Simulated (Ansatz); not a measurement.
A nudged elastic band was laid between two geometries of CH$_{4}$BOSb (8 atoms, charge 0, multiplicity 1).

The calculation used RKS CAM-B3LYP-D4/def2-SVP (Ansatz).

```yaml
movable_images: 1
climbing_image: yes
spring: 5.0 eV/Å²
optimiser: quadratic models (default)
start_path: through a guess of the saddle point
force_threshold: 0.05 eV/Å
iteration_limit: 60
end_points: relaxed
```

Image 0:

```xyz
8
Properties=species:S:1:pos:R:3
B -0.363 0.597 -0.704
C 0.722 0.360 0.395
O 0.896 -1.050 0.482
Sb -0.510 -1.651 -0.869
H -0.844 1.605 -1.145
H 0.357 0.789 1.357
H 1.682 0.886 0.204
H -1.847 -1.593 0.224
```

Image 2:

```xyz
8
Properties=species:S:1:pos:R:3
B -0.340 0.665 -0.962
C 0.366 0.263 0.400
O 0.262 -1.204 0.445
Sb -0.945 -1.267 -1.560
H -0.424 1.778 -1.404
H -0.129 0.691 1.288
H 1.436 0.522 0.464
H -0.134 -1.504 1.273
```

What changes between the two ends?

Bonds broken: Sb4–H8. Bonds formed: O3–H8.

Give the energies along the band, and the barrier.

The forces met the threshold. The highest image is number 1 of 0 to 2, 32.1 kcal/mol above the first end and 40.3 kcal/mol above the last; the last end lies 8.3 kcal/mol below the first. Neighbouring images differ by up to 1.7 eV, so the band resolves the path poorly. Another band between the same ends (7 images) ends at a top of the same energy, where a vibrational analysis finds 1 clearly imaginary mode. So few images can step over the top or miss a turn of the path. The orbitals stay closed-shell, which can raise the energy where a bond breaks towards radicals; this wasn't checked here.

```json
{"image": "0", "path coordinate (Å)": "0.00", "energy (kcal/mol)": "0.0", "Sb4–H8 (Å)": "1.73", "O3–H8 (Å)": "2.81"}
{"image": "1", "path coordinate (Å)": "1.18", "energy (kcal/mol)": "32.1", "Sb4–H8 (Å)": "1.78", "O3–H8 (Å)": "1.53"}
{"image": "2", "path coordinate (Å)": "2.71", "energy (kcal/mol)": "-8.3", "Sb4–H8 (Å)": "2.96", "O3–H8 (Å)": "0.97"}
```

What is the geometry of the highest image?


```xyz
8
Properties=species:S:1:pos:R:3
B -0.427 0.614 -0.741
C 0.519 0.287 0.458
O 0.508 -1.123 0.639
Sb -0.655 -1.532 -1.218
H -0.766 1.670 -1.200
H 0.377 0.833 1.408
H 1.527 0.579 0.080
H -0.991 -1.385 0.519
```

The run took 55 s on 2 threads of Arm Neoverse V1 (shared host), peak memory 0.22 GiB.
